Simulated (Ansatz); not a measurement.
Start from `F[Si]1(Br)BC1` and change one atom or group to get `C[Si]1(Br)BC1`.

Ansatz, PBE0-D4/def2-TZVP geometries, multiplicity 1. 

Scalar relativity is left out up to krypton.

```
                                      property  `F[Si]1(Br)BC1`
       HOMO–LUMO gap (ωB97M-V/def2-TZVPP) / eV             9.71
         HOMO–LUMO gap (B3LYP/def2-TZVPP) / eV             5.27
         LUMO energy (ωB97M-V/def2-TZVPP) / eV             0.27
size of the dipole moment (PBE/def2-TZVPP) / D             0.88
           LUMO energy (B3LYP/def2-TZVPP) / eV            -1.88
             LUMO energy (PBE/def2-TZVPP) / eV            -2.62
```

Task: Give the same properties after the change, and the shifts. (An estimate is asked.)

Result: Computed: 
```csv
property,`C[Si]1(Br)BC1`,shift
HOMO–LUMO gap (ωB97M-V/def2-TZVPP) / eV,9.57,-0.14
HOMO–LUMO gap (B3LYP/def2-TZVPP) / eV,5.19,-0.08
LUMO energy (ωB97M-V/def2-TZVPP) / eV,0.62,0.35
size of the dipole moment (PBE/def2-TZVPP) / D,2.28,1.40
LUMO energy (B3LYP/def2-TZVPP) / eV,-1.49,0.39
LUMO energy (PBE/def2-TZVPP) / eV,-2.23,0.39
```

With PBE0 the HOMO rises by 0.48 eV and the LUMO rises by 0.39 eV, so the gap narrows by about 0.09 eV. PBE moves the HOMO by 0.43 eV and ωB97M-V by 0.49 eV. Dipoles are sizes alone; their direction can turn.

B3LYP here is the variant with VWN-RPA as its local correlation; programs differ in this.

Spin–orbit coupling is left out; it splits and shifts lone-pair levels of the heavy atoms by tenths of an eV.
